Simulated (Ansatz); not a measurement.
Reaction (redistribution): `[CH3][Zr]([NH2])([OH])[OH]` + `[OH][Ga]([F])[SH]` → `[CH3][Zr]([OH])([OH])[OH]` + `[NH2][Ga]([F])[SH]`

Computed with Ansatz on PBE0-D4/def2-TZVP structures; ΔE is electronic, products minus reactants. CCSD(T)/CBS is the MP2 limit (def2-TZVPP, def2-QZVPP) plus CCSD(T) − MP2 in def2-TZVPP, frozen cores. DFT in def2-TZVPP. B3LYP here is the variant with VWN-RPA as its local correlation; programs differ in this. def2 core potentials past Kr. For Ga, Zr outer-core shells are correlated without core-valence functions, which leaves a few kJ/mol of doubt a bond. Scalar relativity is left out up to krypton. Each species was taken in one conformer, which may not be the lowest.

`[CH3][Zr]([NH2])([OH])[OH]`:

Z-matrix (Å, degrees):
```
C
Zr 1 2.240
H 1 1.096 2 111.4
H 1 1.096 2 111.5 3 120.2
H 1 1.097 2 111.0 3 -119.9
N 2 2.037 1 105.6 3 -59.9
O 2 1.927 1 105.2 3 56.3
O 2 1.926 1 105.1 3 -176.1
H 6 1.011 2 125.7 1 92.2
H 6 1.011 2 125.7 1 -91.8
H 7 0.952 2 165.6 1 113.1
H 8 0.952 2 165.9 1 -112.8
```

`[OH][Ga]([F])[SH]`:

Z-matrix (Å, degrees):
```
Ga
F 1 1.750
S 1 2.169 2 119.6
O 1 1.770 2 116.9 3 -180.0
H 3 1.345 1 91.7 2 -180.0
H 4 0.961 1 112.9 2 -0.0
```

`[CH3][Zr]([OH])([OH])[OH]`:

Cartesian coordinates in Å:
```
C -1.513 -0.792 0.163
Zr 0.457 0.239 -0.049
O 0.521 0.859 -1.871
O 1.784 -1.100 0.341
O 0.430 1.672 1.236
H -1.597 -1.632 -0.536
H -1.646 -1.186 1.177
H -2.342 -0.105 -0.040
H 0.686 1.337 -2.677
H 2.570 -1.635 0.381
H 0.649 2.342 1.875
```

`[NH2][Ga]([F])[SH]`:

Cartesian coordinates in Å:
```
N -0.056 1.373 0.667
Ga -0.090 -0.169 -0.259
F -0.759 -0.086 -1.879
S 0.530 -2.139 0.443
H 0.443 1.479 1.532
H -0.238 2.253 0.214
H 0.171 -2.711 -0.719
```

Task: Is it downhill or uphill in electronic energy at CCSD(T)/CBS, and by how much? (Best estimate.)

Result: The calculation gave: Downhill: ΔE = -54.6 kJ/mol.

Task: What do these levels give: PBE-D4, PBE0-D4, B3LYP-D4, ωB97X-V, ωB97M-V, r2SCAN, HF/def2-TZVPP, CCSD/def2-TZVPP, CCSD(T)/def2-TZVPP, HF/def2-QZVPP, MP2/CBS(def2), CCSD/CBS(def2)? (Best estimate.)

Result: Computed: PBE-D4 -48.0, PBE0-D4 -51.9, B3LYP-D4 -51.7, ωB97X-V -54.9, ωB97M-V -53.8, r2SCAN -51.4, HF/def2-TZVPP -57.5, CCSD/def2-TZVPP -51.6, CCSD(T)/def2-TZVPP -49.7, HF/def2-QZVPP -57.5, MP2/CBS(def2) -55.7, CCSD/CBS(def2) -56.5 kJ/mol.

Largest T1 diagnostic among the species: 0.016.

From PBE to PBE0 (25 % exact exchange), in def2-TZVPP and without D4, ΔE moves by −3.9 kJ/mol. In def2-TZVPP, CCSD(T) changes the Hartree–Fock value by +7.8 kJ/mol (the triples alone add +1.9 kJ/mol) and MP2 by +6.7 kJ/mol.
